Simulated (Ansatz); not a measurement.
Geometry optimisation, RKS r2SCAN-D4/def2-SVP in Ansatz 0.2.0.

The input (input.yaml):

```yaml
crystal:
  periodic: [false, false, false]
  atoms:
    - { symbol: Al, position_ang: [0.0, 0.0, 0.0] }
    - { symbol: Cl, position_ang: [0.0, 0.0, 2.58] }
    - { symbol: "N", position_ang: [1.6627, 0.0, -0.96] }
    - { symbol: H, position_ang: [2.1293, -0.9179, -1.2118] }
    - { symbol: H, position_ang: [2.1141, 0.9179, -1.2382] }
    - { symbol: "N", position_ang: [-1.6627, 0.0, -0.96] }
    - { symbol: H, position_ang: [-2.3316, -0.8164, -0.8614] }
    - { symbol: H, position_ang: [-1.9118, 0.8164, -1.5886] }
    - { symbol: F, position_ang: [0.0892, 1.8864, 0.6275] }
    - { symbol: H, position_ang: [0.0666, 1.4094, 1.7633] }
basis:
  gaussian: { orbitals: def2-SVP }
hamiltonian:
  xc: r2scan
  dispersion: d4
relax:
  f_tol: 0.15
  max_steps: 25
  restrain:
    - { distance: [0, 8], at: 2.89, k: 30.0 }
    - { distance: [9, 1], at: 2.57, k: 30.0 }
    - { distance: [0, 1], at: 2.23, k: 30.0 }
    - { distance: [9, 8], at: 0.92, k: 30.0 }
```

Run as:

```bash
$ ansatz run input.yaml --threads 4 --pin off --max-ram 5120MiB --backend cpu --events-out ev --progress --plain --runs-dir out
```

Problem. Where does it end, and by what steps?

Solution. It converged. The restraints hold the end off the free minimum; the threshold counts their pulls, which the force column leaves out. Restrained pairs: Al1–F9 (1.99 → 2.88 Å), Cl2–H10 (1.63 → 2.56 Å), Al1–Cl2 (2.58 → 2.20 Å), F9–H10 (1.23 → 0.93 Å). After 20 steps the energy has fallen by 1.472 eV (the restraints' own energy left out); H5 moved furthest, 1.24 Å.

```
step  energy less start (eV)  largest force component (eV/Å)  accepted
   0                  0.0000                           2.758       yes
   1                 -0.0023                           2.599       yes
   2                 -0.0079                           2.650       yes
   3                 -0.3202                           2.484       yes
   4                 -0.9230                           1.385       yes
   5                 -1.1311                           0.857       yes
   6                 -1.2474                           0.977       yes
   7                 -1.3195                           0.933       yes
   8                 -1.3358                           0.913       yes
   9                 -1.3667                           0.780       yes
  10                 -1.3834                           0.907       yes
  11                 -1.3647                           1.003        no
  12                 -1.3960                           0.830       yes
  13                 -1.4156                           0.854       yes
  14                 -1.4344                           0.902       yes
  15                 -1.4030                           1.790        no
  16                 -1.4438                           0.892       yes
  17                 -1.4500                           0.890       yes
  18                 -1.4660                           0.879       yes
  19                 -1.4606                           0.858        no
  20                 -1.4716                           0.902       yes
```

```xyz
10
Properties=species:S:1:pos:R:3
Al 0.006 -0.135 -0.111
Cl -0.018 -0.379 2.079
N 1.581 -0.097 -0.901
H 1.735 -0.146 -1.905
H 2.464 0.054 -0.420
N -1.556 -0.244 -0.920
H -2.431 -0.432 -0.439
H -1.736 -0.045 -1.898
F 0.073 2.557 0.913
H 0.038 2.163 1.753
```

The run took 43 s on 4 threads of Arm Neoverse V1, on a shared host, peak memory 0.18 GiB.
